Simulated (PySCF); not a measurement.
Compound: b-(2-aminophenyl)boronic acid, C₆H₈BNO₂.
Atom-mapped SMILES: `[NH2:1][c:2]1[cH:3][cH:4][cH:5][cH:6][c:7]1[B:8]([OH:9])[OH:10]` (hydrogens: H11, H12 on N1; H13 on C3; H14 on C4; H15 on C5; H16 on C6; H17 on O9; H18 on O10)

Method: PySCF, PBE0-D3(BJ)/def2-SVP geometry optimisation, gas phase; density fitting, grid level 2; the optimiser is geomeTRIC in internal coordinates, started from a GFN2-xTB structure.

Step 0: E = -12593.0814 eV
```
atom  x, y, z in Å  |  force x, y, z in eV/Å
N1     -0.4864    2.1037    0.3208   -0.105  -0.160  -0.013
C2     -0.6742    0.7644    0.1095    0.146   0.545   0.222
C3     -1.9766    0.2534    0.0820   -0.104  -0.005  -0.051
C4     -2.2076   -1.0974   -0.0504    0.101   0.082  -0.030
C5     -1.1387   -1.9737   -0.1624    0.041  -0.295  -0.012
C6      0.1485   -1.4744   -0.1383    0.015   0.156   0.008
C7      0.4266   -0.1121   -0.0058    0.628   0.189  -0.016
B8      1.9230    0.3824   -0.0148   -0.307  -0.506   0.031
O9      2.2301    1.6958   -0.2110   -0.384   0.336  -0.041
O10     2.9867   -0.4546    0.1495    0.274   0.179  -0.083
H11    -1.2607    2.7147    0.1215   -0.109   0.127  -0.013
H12     0.4341    2.4583    0.1203    0.275   0.217  -0.068
H13    -2.8073    0.9410    0.1656   -0.345   0.274   0.064
H14    -3.2215   -1.4702   -0.0712   -0.435  -0.150  -0.007
H15    -1.3106   -3.0338   -0.2728   -0.067  -0.455  -0.045
H16     0.9717   -2.1706   -0.2454    0.322  -0.314  -0.052
H17     3.1756    1.8538   -0.2106    0.253  -0.020   0.032
H18     2.7787   -1.3746    0.3018   -0.198  -0.200   0.074
```

**Question.** Estimate the geometry and energy of step 1. (The exact step hangs on the optimiser's Hessian estimate; all steps are aligned on step 0, rigid shifts and turns removed.)

**Answer.** E = -12593.1293 eV, largest force 0.120 eV/Å
```
atom  x, y, z in Å  |  force x, y, z in eV/Å
N1     -0.4780    2.1265    0.2699    0.000   0.080  -0.021
C2     -0.6619    0.7840    0.1115    0.029  -0.043  -0.075
C3     -1.9713    0.2581    0.0928   -0.046   0.067   0.043
C4     -2.1979   -1.1008   -0.0398   -0.088  -0.051  -0.004
C5     -1.1310   -1.9947   -0.1605    0.005  -0.022   0.000
C6      0.1579   -1.4806   -0.1406    0.062  -0.035  -0.014
C7      0.4395   -0.1106   -0.0080   -0.050  -0.033   0.030
B8      1.9214    0.3671   -0.0134    0.058   0.105   0.002
O9      2.2109    1.7030   -0.1588    0.063  -0.072  -0.002
O10     2.9921   -0.4720    0.1162   -0.033  -0.014  -0.017
H11    -1.2697    2.7330    0.1147   -0.006  -0.015   0.019
H12     0.4396    2.5044    0.0635    0.000  -0.036   0.030
H13    -2.8173    0.9459    0.1907    0.019  -0.022  -0.011
H14    -3.2272   -1.4731   -0.0530    0.038   0.021   0.001
H15    -1.3067   -3.0663   -0.2746    0.004   0.015   0.005
H16     0.9912   -2.1857   -0.2561   -0.027   0.025   0.002
H17     3.1634    1.8538   -0.1394   -0.039   0.004   0.004
H18     2.7362   -1.3856    0.2732    0.009   0.026   0.007
```

The energy changes by -0.0479 eV. The first-order estimate −F·Δx gives -0.1012 eV and the mean of the old and new forces, exact on a quadratic surface, -0.0474 eV. The step makes an angle of 68° with the force vector and moves no atom by more than 0.073 Å.

What follows is the cost of the whole optimisation. The run took 91 s on one thread of an Arm Neoverse V2, no GPU, shared host with 96 logical CPUs at a one-minute load of 20, and the process peaked at 0.83 GiB of memory.
